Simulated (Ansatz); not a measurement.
Ideal-gas functions of `[CH3][Al]([OH])[Br]` at 400 K and 1 bar, from an Ansatz frequency run at PBE0-D4/def2-TZVP.

Molar mass 138.93 g/mol, point group Cs (symmetry number 1), electronic degeneracy 1, moments of inertia 87.542, 272.368, 356.799 u Å². Harmonic wavenumbers (cm⁻¹, unscaled): 48, 138, 181, 202, 370, 393, 630, 654, 673, 721, 889, 1223, 1441, 1441, 3050, 3128, 3146, 3957.

Use S(trans) = R[1.5 ln M + 2.5 ln T − 1.1517]; rotational temperatures θ = 24.2544 K / I; S(rot) = R[ln(√π/σ · √(T³/θAθBθC)) + 1.5]; for each mode x = 1.438777 ν̃/T, S = R[x/(eˣ − 1) − ln(1 − e⁻ˣ)] and H = RT x/(eˣ − 1); 1 cm⁻¹ = 0.0119627 kJ/mol; R = 8.31446 J/(mol·K).

Q: By hand: the entropy, in J/(mol·K).

A: Translation 176.5. Rotation: θ = 0.2771, 0.0891, 0.068 K, giving 118.5. Vibration, mode by mode: 22.93, 14.22, 12.03, 11.15, 6.53, 6.10, 3.09, 2.89, 2.74, 2.39, 1.48, 0.56, 0.29, 0.29, 0.00, 0.00, 0.00, 0.00, in all 86.7. Electronic 0.0. Sum 381.7 J/(mol·K).

Q: By hand: H − E and G − E in kJ/mol, counted from the electronic energy.

A: Zero-point energy ½ × 22285 × 0.0119627 = 133.3; thermal vibration 17.3; translation, rotation and pV give 4 RT = 13.3. H − E = 163.9 kJ/mol, and G − E = 163.9 − 400 × 381.7/1000 = 11.2 kJ/mol.

Vibration gives 23 % of the entropy, 37.2 J/(mol·K) of it from the modes under 150 cm⁻¹: soft modes count most, and the harmonic formula is weakest for them. The sum counts one conformer and one mirror image; others add a mixing term.
